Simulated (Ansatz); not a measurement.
# Strength of the C–C bond: C3H9AlO → Al(CH2)(CH3)(OH) + CH3

Species: C3H9AlO `C[CH2][Al]([CH3])[OH]`, singlet; Al(CH2)(CH3)(OH), doublet; CH3 (methyl radical) `[CH3]`, doublet. 

Shapes, held fixed at every level: PBE0-D4/def2-TZVP. Flexible molecules stand in one conformer, not always the lowest. Programs: Ansatz 0.2.0. The zero-point and thermal change to 298 K, harmonic and unscaled (PBE0-D4/def2-TZVP), is -24.8 kJ/mol.

```tsv
level	kind	ΔH(298 K) (kJ/mol)	less CCSD(T)/CBS estimate	CPU time (sum over the molecules)
PBE-D4/def2-TZVPP	GGA	+347.1	+4.3	21 s
B3LYP-D4/def2-TZVPP	global hybrid	+325.0	-17.8	35 s
r2SCAN0-D4/def2-TZVPP	global hybrid	+309.0	-33.8	44 s
wB97M-V/def2-TZVPP	range-separated hybrid	+346.5	+3.7	87 s
MP2/def2-SVP	perturbation theory	+353.9	+11.1	–
CCSD/def2-SVP	coupled cluster or CI	+328.7	-14.1	–
CCSD(T)/def2-TZVPP	coupled cluster or CI	+334.3	-8.5	23 min
CCSD(T)/CBS estimate	coupled cluster or CI	+342.8	0.0	27 min
```

The highest level, CCSD(T)/CBS estimate, gives ΔH(298 K) = +342.8 kJ/mol; the levels span +309.0 to +353.9. The column of differences is taken from that level and isn't an error. No measured value is set beside it here. Open shells run unrestricted unless RO is named. The CBS estimate extrapolates MP2 from def2-TZVPP and def2-QZVPP and adds CCSD(T) − MP2 in the triple-zeta set, cores frozen. Times are processor times on shared x86 and Arm servers, and rough.
